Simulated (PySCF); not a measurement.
Compound: C7H7F3.
SMILES with atom numbers: `[F:1][C:2]([F:3])=[C:4]([F:5])[CH:6]1[CH2:7][CH:8]=[CH:9][CH2:10]1` (hydrogens: H11 on C6; H12, H13 on C7; H14 on C8; H15 on C9; H16, H17 on C10)

Computed by this run: PySCF, PBE0-D3(BJ)/def2-SVP geometry optimisation, gas phase; density fitting, grid level 1; the optimiser is geomeTRIC in internal coordinates, started from a GFN2-xTB structure.

Step 0: E = -15494.4953 eV
```
atom  x, y, z in Å  |  force x, y, z in eV/Å
F1      3.1954    0.6725   -0.0143   -0.343  -0.541   0.199
C2      2.6554   -0.4693    0.4049    1.312   0.246   0.007
F3      3.5972   -1.3059    0.8194   -0.749   0.394  -0.221
C4      1.3484   -0.6972    0.3923   -0.380  -0.238   0.067
F5      0.9035   -1.8891    0.8392    0.143   0.392  -0.163
C6      0.3011    0.2545   -0.0778    0.002  -0.582   0.238
C7     -0.5429   -0.3193   -1.2396   -0.140   0.292   0.300
C8     -1.9205    0.1974   -0.9512    0.492  -0.243  -0.489
C9     -2.0207    0.6905    0.2700    0.408   0.196   0.587
C10    -0.7285    0.5952    1.0245   -0.080  -0.006  -0.435
H11     0.7972    1.1697   -0.4067    0.102   0.204  -0.074
H12    -0.1654   -0.0027   -2.2116    0.179   0.025  -0.369
H13    -0.5471   -1.4128   -1.2195    0.069  -0.376  -0.068
H14    -2.7086    0.1242   -1.6792   -0.567  -0.019  -0.350
H15    -2.9059    1.0960    0.7266   -0.611   0.196   0.181
H16    -0.4737    1.5160    1.5487    0.125   0.282   0.271
H17    -0.7918   -0.2076    1.7645    0.039  -0.220   0.319
```

**Question.** Estimate the geometry and energy of step 1. (The exact step hangs on the optimiser's Hessian estimate; all steps are aligned on step 0, rigid shifts and turns removed.)

**Answer.** E = -15494.5197 eV, largest force 0.430 eV/Å
```
atom  x, y, z in Å  |  force x, y, z in eV/Å
F1      3.2701    0.6975    0.2299    0.024   0.032  -0.139
C2      2.6762   -0.4528    0.4285   -0.291  -0.253   0.192
F3      3.5085   -1.4032    0.7749    0.269   0.120   0.026
C4      1.3619   -0.6634    0.3448    0.068   0.032  -0.082
F5      0.9350   -1.8994    0.6426   -0.021  -0.049   0.054
C6      0.3008    0.2729   -0.0929    0.031   0.022  -0.011
C7     -0.5524   -0.3341   -1.2360    0.007  -0.041  -0.051
C8     -1.9344    0.1612   -0.9379   -0.063   0.061  -0.054
C9     -2.0226    0.6953    0.2828   -0.085   0.037   0.021
C10    -0.7163    0.6391    1.0164    0.017   0.021   0.055
H11     0.7824    1.1979   -0.4454   -0.015  -0.028  -0.025
H12    -0.1836   -0.0455   -2.2336    0.011   0.016   0.021
H13    -0.5266   -1.4395   -1.1963    0.006   0.067  -0.037
H14    -2.7674    0.0492   -1.6380    0.021   0.016   0.033
H15    -2.9388    1.0912    0.7303    0.021  -0.030  -0.010
H16    -0.4531    1.5850    1.5185    0.003  -0.043   0.007
H17    -0.7467   -0.1391    1.8015   -0.003   0.020   0.001
```

The energy changes by -0.0244 eV. The first-order estimate −F·Δx gives -0.1575 eV and the mean of the old and new forces, exact on a quadratic surface, -0.0361 eV. The step makes an angle of 82° with the force vector and moves no atom by more than 0.257 Å.

What follows is the cost of the whole optimisation. Time: 2.1 min; peak memory 0.72 GiB. Hardware: one thread of an Arm Neoverse V2, no GPU, on a shared host.
